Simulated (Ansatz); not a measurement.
What each rung costs, and what it gives

The pair of HF (SMILES F, atoms 1–2) and BCl₃ (SMILES ClB(Cl)Cl, atoms 3–6), both closed shells, in one local arrangement (a lower one may exist), relaxed at PBE0-D4/def2-TZVP:

F1  (-0.569, -0.819, -1.831)
H2  (0.310, -0.536, -1.847)
Cl3  (1.599, 0.569, 0.128)
B4  (0.049, 0.332, 0.916)
Cl5  (-0.248, -1.133, 1.787)
Cl6  (-1.141, 1.587, 0.848)
(Å)

Interaction energies are counterpoise-corrected; the time is that of the whole pair.

Computed with Ansatz 0.2.0 (basis: as named in each row); correlated methods freeze the cores. B3LYP uses VWN-RPA correlation. Extrapolation: Hartree–Fock as exp(−7.88 √X), correlation as X^−2.97.

Times are rough, for one single point on 4 threads of a shared host (Arm Neoverse V1).

The estimate by CCSD(T) at an estimated basis limit (MP2 extrapolated from triple and quadruple zeta, plus CCSD(T) − MP2 in triple zeta) is -7.8 kJ/mol.

```
   method        basis  time (s)  interaction energy (kJ/mol)  method less estimate
       HF       STO-3G   under 1                          3.3                  11.1
   PBE-D4       STO-3G   under 1                        -10.4                  -2.6
    SPW92     def2-SVP   under 1                        -14.9                  -7.1
   PBE-D4     def2-SVP   under 1                         -9.4                  -1.6
 B3LYP-D4        6-31G   under 1                         -7.8                  -0.1
  PBE0-D4     def2-SVP   under 1                         -8.8                  -1.0
  CCSD(T)     def2-SVP         2                         -2.5                   5.2
   PBE-D4  def2-TZVPPD         2                         -8.4                  -0.7
revPBE-D4  def2-TZVPPD         2                         -6.5                   1.3
  BLYP-D4  def2-TZVPPD         3                         -6.8                   0.9
  wB97M-V     def2-SVP         4                         -9.3                  -1.5
 HSE06-D4  def2-TZVPPD         4                         -7.9                  -0.1
  PBE0-D4  def2-TZVPPD         4                         -8.0                  -0.2
 B3LYP-D4  def2-TZVPPD         4                         -7.6                   0.1
r2SCAN-D4  def2-TZVPPD         6                         -9.9                  -2.1
   B2PLYP  def2-TZVPPD         7                         -4.1                   3.7
  wB97X-V  def2-TZVPPD         8                         -8.7                  -0.9
   B97M-V  def2-TZVPPD        10                         -9.2                  -1.5
  wB97M-V  def2-TZVPPD        10                         -8.8                  -1.1
      MP2  def2-QZVPPD        16                         -7.2                   0.6
  CCSD(T)  def2-TZVPPD       170                         -6.0                   1.8
```

T1 diagnostic: at most 0.012.
